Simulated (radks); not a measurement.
Se, 34 electrons, occupied as [Ar] 3d10 4s2 4p3 6d1 (not the ground configuration).

Calculated with a radial shooting solver on a logarithmic mesh with Libxc functionals: Dirac Kohn-Sham, PBEsol, spin-unpolarised, spherical densities, finite nucleus; open shells fill j = l - 1/2 first; Fermi nuclear charge, rms radius 4.14 fm.

Energy parts (eV):
part                       energy
total                  -66071.359
kinetic                 67649.313
electron-nucleus      -159296.951
Hartree                 27915.023
exchange-correlation    -2338.744

Orbitals (lengths in bohr, moments of r in powers of bohr; r(max) is where P^2 peaks; r(90%) holds 90 % of the orbital's charge):
| orbital | occ. | eigenvalue (eV) | <1/r> | r(90%) | <r^4> | r(max) | small-component weight |
|---|---|---|---|---|---|---|---|
| 1s1/2 | 2 | -12500.05 | 34.54 | 0.0789 | 0.00001766 | 0.02881 | 1.52e-02 |
| 2s1/2 | 2 | -1614.204 | 7.680 | 0.303 | 0.003552 | 0.1647 | 2.98e-03 |
| 2p1/2 | 2 | -1449.414 | 7.647 | 0.276 | 0.002459 | 0.1296 | 2.97e-03 |
| 2p3/2 | 4 | -1407.703 | 7.411 | 0.281 | 0.002647 | 0.1327 | 2.90e-03 |
| 3s1/2 | 2 | -221.9604 | 2.498 | 0.857 | 0.2308 | 0.5026 | 7.05e-04 |
| 3p1/2 | 2 | -165.6243 | 2.378 | 0.892 | 0.2718 | 0.4948 | 6.55e-04 |
| 3p3/2 | 4 | -159.7495 | 2.321 | 0.908 | 0.2919 | 0.5034 | 6.37e-04 |
| 3d3/2 | 4 | -62.5732 | 2.041 | 1.04 | 0.5461 | 0.4507 | 5.14e-04 |
| 3d5/2 | 6 | -61.6775 | 2.026 | 1.05 | 0.5616 | 0.4534 | 5.08e-04 |
| 4s1/2 | 2 | -25.3876 | 0.7585 | 2.59 | 19.32 | 1.494 | 1.02e-04 |
| 4p1/2 | 2 | -14.2619 | 0.6247 | 3.18 | 43.90 | 1.732 | 7.11e-05 |
| 4p3/2 | 1 | -13.8179 | 0.6124 | 3.24 | 47.07 | 1.763 | 6.89e-05 |
| 6d3/2 | 1 | -0.4612 | 0.05441 | 35.4 | 746900 | 28.43 | 1.50e-06 |
| 6d5/2 | 0 | -0.4602 | 0.05472 | 35.5 | 747000 | 28.47 | 1.52e-06 |

The highest occupied level is 6d3/2 at -0.461 eV. The density falls to 0.001 e/bohr^3 at r = 3.91 bohr. Summed over all electrons, <r^2> = 788.0 bohr^2, which gives a Langevin (diamagnetic) susceptibility term of -624 x 10^-6 cm^3/mol. The electron density at the nucleus is 3.969e+04 e/bohr^3.
